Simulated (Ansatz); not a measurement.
`F[SiH](F)[CH2][GeH3]` + CH₃OH → `C[O][GeH3]` + `C[SiH](F)F`  (ligand exchange at a Ge–C bond)

Isolated molecules relaxed with PBE0-D4/def2-TZVP in Ansatz; ΔE leaves out vibrations. CBS: MP2 limit from def2 TZ/QZ plus the TZ coupled-cluster correction, frozen cores. This one scheme is used for every species. Functionals use def2-TZVPP. B3LYP here is the variant with VWN-RPA as its local correlation; programs differ in this. For Ge outer-core shells are correlated without core-valence functions, which leaves a few kJ/mol of doubt a bond. Scalar relativity is left out up to krypton. One conformer a species, not always the lowest.

`F[SiH](F)[CH2][GeH3]`:

Z-matrix (Å, degrees):
```
Si
F 1 1.591
C 1 1.835 2 109.7
F 1 1.591 2 106.5 3 119.8
H 1 1.477 2 107.9 3 -124.8
Ge 3 1.967 1 114.6 2 -56.5
H 3 1.094 1 109.7 2 65.4
H 3 1.095 1 108.7 2 -177.4
H 6 1.537 3 109.1 1 -169.6
H 6 1.538 3 109.7 1 -50.1
H 6 1.535 3 109.8 1 70.2
```

CH₃OH:

Cartesian coordinates in Å:
```
C -0.015 0.194 0.299
O 0.171 -0.957 -0.493
H 0.154 -0.101 1.335
H -1.032 0.595 0.221
H 0.697 0.991 0.051
H 0.025 -0.722 -1.412
```

`C[O][GeH3]`:

Z-matrix (Å, degrees):
```
C
O 1 1.406
H 1 1.099 2 112.2
H 1 1.093 2 108.1 3 119.0
H 1 1.099 2 112.2 3 -122.0
Ge 2 1.779 1 117.8 3 61.0
H 6 1.542 2 108.9 1 -59.8
H 6 1.531 2 104.9 1 -180.0
H 6 1.542 2 108.9 1 59.9
```

`C[SiH](F)F`:

```xyz
8

C     0.540    0.750   -0.351
Si   -0.424   -0.665    0.324
F    -1.100   -1.474   -0.867
F    -1.606   -0.124    1.241
H    -0.104    1.416   -0.930
H     1.341    0.392   -1.003
H     0.991    1.328    0.460
H     0.361   -1.624    1.127
```

Is it downhill or uphill in electronic energy at CCSD(T)/CBS, and by how much? (Best estimate.)

Ansatz gave: Downhill: ΔE = -28.8 kJ/mol.

What do these levels give: PBE-D4, r2SCAN-D4, PBE0-D4, B3LYP-D4, ωB97X-V, B2PLYP, PBE, r2SCAN, PBE0, HF/def2-TZVPP, SCS-MP2/def2-TZVPP, CCSD/def2-TZVPP? (Best estimate.)

Computed: PBE-D4 -29.6, r2SCAN-D4 -35.6, PBE0-D4 -27.9, B3LYP-D4 -37.1, ωB97X-V -35.6, B2PLYP -39.1, PBE -31.7, r2SCAN -36.2, PBE0 -29.9, HF/def2-TZVPP -46.7, SCS-MP2/def2-TZVPP -36.8, CCSD/def2-TZVPP -32.6 kJ/mol.

Largest T1 diagnostic among the species: 0.011.

The D4 term adds +3.5 kJ/mol with B3LYP and +2.0 kJ/mol with PBE0; it sums over pairs of atoms, weighted by their polarisabilities, and B3LYP, whose exchange is more repulsive, gets the larger term. In def2-TZVPP, CCSD(T) changes the Hartree–Fock value by +14.9 kJ/mol (the triples alone add +0.8 kJ/mol) and MP2 by +14.6 kJ/mol.
